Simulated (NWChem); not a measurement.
System: GaBr$_{3}$; SMILES [Br][Ga]([Br])[Br]

```xyz
4

Ga     0.0000     0.0000     0.0000
Br     2.1240    -0.8406     0.0000
Br    -1.7900    -1.4191     0.0000
Br    -0.3340     2.2597     0.0000
```
Atoms are numbered in this order, from 1.

Level: PBE-D3(BJ)/def2-SVP (NWChem), optimised geometry, unscaled harmonic frequencies. This build's default masses of Se (78.918 u) and Br (79.917 u) are each other's, which moves their modes by up to 0.6 %.

Q: List the harmonic frequencies with IR intensities, and the thermochemistry.

A: 
```csv
frequency (cm⁻¹),IR intensity (km/mol)
78,1.8
78,1.8
105,3.9
218,0.0
343,59.1
343,59.1
```

```yaml
zero_point_energy: 1.7 kcal/mol
thermal correction to the enthalpy at 298.15 K (with zero-point energy): 6.3 kcal/mol
heat capacity Cv: 16.8 cal/(mol K)
entropy at 298.15 K and 1 atm (symmetry number 6): 86.6 cal/(mol K)
dipole_moment: 0.00 D
```

Rigid rotor and harmonic oscillator; modes under 100 cm⁻¹ make the entropy uncertain.
